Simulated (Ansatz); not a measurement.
Input for Ansatz (an electronic-structure program): R-PBE/def2-TZVPPD on C2H5Ga (SMILES C=[CH][GaH2]). Files ending in .json are basis or fitting sets from the Basis Set Exchange.

Ansatz 0.2 input:
```yaml
crystal:
  periodic: [false, false, false]
  atoms:
    - {symbol: C, position_ang: [-2.09771241, 0.72574922, 0.84035237]}
    - {symbol: C, position_ang: [-0.80056510, 0.96829850, 0.63759021]}
    - {symbol: Ga, position_ang: [0.58591417, -0.44820562, 0.78712216]}
    - {symbol: H, position_ang: [-2.46736429, -0.27562250, 1.04768516]}
    - {symbol: H, position_ang: [-2.85899081, 1.50101804, 0.79122098]}
    - {symbol: H, position_ang: [-0.52258509, 1.99766768, 0.41582842]}
    - {symbol: H, position_ang: [0.04333480, -1.93381441, 0.80698346]}
    - {symbol: H, position_ang: [2.08954565, -0.13578614, 0.46329397]}
basis:
  gaussian:
    orbitals: def2-TZVPPD.json
hamiltonian:
  xc: {name: PBE}
scf: {lower_state_search: off}
```

Program output:

```
WARN ansatz: RAYON_NUM_THREADS=1 ignored (pool sized by the plan → 1); use --threads N
Functional definition: PBE
these checks for a lower state are left out or cut short: stability, starts, cluster_reference, orbital_swaps, neighbouring_geometries, increment
integrals: 0.12 GiB planned
1019 factors; their error is unknown
mean field: 0.90 GiB planned
mean field evaluation 1: about -54511.0587 eV, gradient 7.1e1 eV
mean field evaluation 2: about -54456.5800 eV, gradient 1.4e2 eV
mean field evaluation 4: about -54521.4951 eV, gradient 1.2e1 eV
mean field evaluation 8: about -54521.9239 eV, gradient 6.1e-2 eV
mean field evaluation 16: about -54521.8888 eV, gradient 3.2e-5 eV
mean field -54521.88884451 eV, -2003.6424587722 hartree, gradient 4.2e-6 eV, S^2 0.000000; 0 other end points of the search recorded, 0 dependent functions left out
reference -54521.88889429 eV, -2003.6424606015 hartree; 24, 24 occupied and 189, 189 virtual orbitals, 1019 factors
Total energy: -54521.88889429 eV, -2003.6424606015 hartree
Checks for a lower state left out: stability, starts, cluster_reference, orbital_swaps, neighbouring_geometries, increment
```

Self-consistency was reached.

Cost: about 2.8 core-seconds (a rough figure).
